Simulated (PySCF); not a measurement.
Compound: C₈H₈Se.
Z-matrix (Å and degrees, PBE0-D3(BJ)/def2-SVP geometry), rows numbered from 1:
```
C 
C   1  1.3379
C   2  1.4688  1  127.14
C   3  1.4039  2  123.02  1     3.55
C   4  1.3891  3  120.29  2  -179.81
C   5  1.3943  4  120.86  3    -0.02
C   6  1.3976  5  119.57  4    -0.12
Se  7  1.9048  6  117.88  5  -179.88
C   7  1.3966  6  119.52  5     0.07
H   1  1.0922  2  120.87  3   179.99
H   1  1.0933  2  122.48  3     0.15
H   2  1.0960  1  118.15  3  -179.72
H   4  1.0914  3  120.10  2     0.46
H   5  1.0927  4  119.80  3  -179.94
H   6  1.0928  5  119.94  4   179.98
H   8  1.4693  7   95.00  6  -179.47
H   9  1.0931  3  118.67  2    -0.16
```

All values: CAM-B3LYP/def2-SVPD (PySCF, non-relativistic), on one gas-phase PBE0-D3(BJ)/def2-SVP geometry that isn't relaxed in the solvent. The solvent is an IEF-PCM continuum (Bondi radii, 1.10 Å for H, scaled by 1.2). Only the electrostatic response of the medium enters. Spin–orbit coupling is left out although an atom past zinc is present.

Gas phase at CAM-B3LYP/def2-SVPD: HOMO -7.41 eV, LUMO -0.27 eV, dipole 0.96 D.

**Question.** What does the continuum do to the energy, the frontier levels and the dipole at CAM-B3LYP/def2-SVPD in cyclohexane and dichloromethane?

**Answer.** 
```json
{"solvent": "cyclohexane", "ε": "2.017", "E(solvent) − E(gas) (kcal/mol)": "-1.77", "polarisation term (kcal/mol)": "-1.87", "distortion of the solute (kcal/mol)": "0.10", "HOMO (eV)": "-7.39", "LUMO (eV)": "-0.22", "dipole (D)": "1.09"}
{"solvent": "dichloromethane", "ε": "8.93", "E(solvent) − E(gas) (kcal/mol)": "-4.18", "polarisation term (kcal/mol)": "-4.73", "distortion of the solute (kcal/mol)": "0.55", "HOMO (eV)": "-7.41", "LUMO (eV)": "-0.21", "dipole (D)": "1.24"}
```

The polarisation term is half the interaction of the solute with the surface charges that it induces; the rest is the cost of distorting the solute's density. The sum is the electrostatic part of solvation alone. From cyclohexane to dichloromethane the lowering changes by a factor 2.36, Onsager's factor (ε − 1)/(2ε + 1) by 2.08 and ε itself by 4.4.

**Question.** How does the static polarisability (CAM-B3LYP/def2-SVPD, frozen core, with the continuum's full static response) change?

**Answer.** 
```csv
medium,isotropic (au),principal values (au),⟨r²⟩ of the electrons (bohr²)
gas,128.4,"74.5, 124.5, 186.1",2213.9
cyclohexane,147.7,"84.1, 144.3, 214.7",2213.4
dichloromethane,175.1,"102.2, 173.2, 250.0",2212.6
```

The isotropic value in dichloromethane is 1.36 times the gas-phase one; no cavity-field correction is applied. ⟨r²⟩ is taken about the centre of nuclear charge.
